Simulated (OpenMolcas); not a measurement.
A calculation on W III.

```
Program             : OpenMolcas
Method              : MS-CASPT2, IPEA 0.25 Eh, imaginary shift 0.1 Eh (closed shells correlated: 5s 5p)
Basis               : ANO-RCC-VQZP [9s8p6d4f3g2h]
Scalar Hamiltonian  : DKH2, point nucleus
Active space        : 4 electrons in 10 orbitals (5d 6d)
State averaging     : 2S+1 = 5 even, 5 roots; 2S+1 = 3 even, 45 roots; 2S+1 = 1 even, 50 roots
Spin-orbit coupling : RASSI with atomic mean-field integrals over the reference wave functions, term energies averaged over their components
```

Problem. Which level of the active space comes out lowest?

Solution. 5d4 5D0, with 65 % of that term; it is also the measured ground level.

Problem. How high does 5d4 3F2(1) [71 %] lie?

Solution. 16640 cm-1 above the lowest level.

Problem. How high does 5d4 3P2(1) lie?

Solution. 19600 cm-1 above the lowest level.

Problem. How high does 5d4 5D4 lie?

Solution. 8430 cm-1 above the lowest level; measured 7687 cm-1 above the ground level, so the calculation is off by +10 %.

Problem. The level at 17130 cm-1 has J = 3. What is it made of, and what is its g factor?

Solution. 52 % 5d4 3G3, 38 % 5d4 3F(1), 5 % 5d4 5D; g = 0.928, against 0.749 from Landé's formula for the pure leading term.

Measured values: NIST levels as listed in McCann et al., Mon. Not. R. Astron. Soc. 538, 537 (2025).

Term energies are means over components that CASPT2 splits; among the terms shown or strongly mixed into the levels shown the widest spread is 340 cm-1 (5d4 1D(1)). Over all roots computed the reference weight is 0.88 to 0.95; the roots of lowest weight are the least certain, and an intruder state may touch them. Active for correlation alone: 6d; no level in the range computed is led by a configuration that fills it, so any true level of that kind is missing. The CASPT2 spread within a term exceeds the gap to the next term for 5d4 3D and 5d4 1D(1), so the order of their levels is uncertain, and so are names and mixing where such terms share a J. Measured partners are found by configuration, term and J. A level has none where our copy of the source lacks it or the pairing is in doubt (some pairs that miss far off the trend of their configuration count as doubtful), and it then counts in no deviation. Levels of configurations outside the active space are missing.

A share in square brackets marks a mixed level and gives the weight of the term that names it. A number in round brackets counts repeated terms of one configuration in the order of the reference energies.
